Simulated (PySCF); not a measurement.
C4H4F2, SMILES FC1=CC[C@H]1F. Geometry: PBE0-D3(BJ)/def2-SVP. The structure was generated by enumeration; whether it is a known compound was not checked.

Method: PBE0-D3(BJ)/def2-SVP (PySCF).

Harmonic wavenumbers (cm⁻¹): 195, 238, 370, 475, 640, 688, 833, 885, 952, 960, 1045, 1107, 1171, 1199, 1218, 1265, 1345, 1421, 1466, 1777, 3076, 3088, 3147, 3262. Rotational constants (GHz): 5.235, 3.703, 2.337; symmetry number 1.

### Question
Work out the zero-point energy and the ideal-gas rigid-rotor harmonic-oscillator thermochemistry at 298.15 K and 1 atm.

### Answer
ZPE = ½ Σ hcν = ½ × 31825 cm⁻¹ = 190.36 kJ/mol. H − E(el) = 206.23 kJ/mol. Entropy in J/(mol K): translation 164.88, rotation 110.31, vibration 31.01, total 306.20. G − E(el) = 114.93 kJ/mol. Cp = 83.36 J/(mol K).
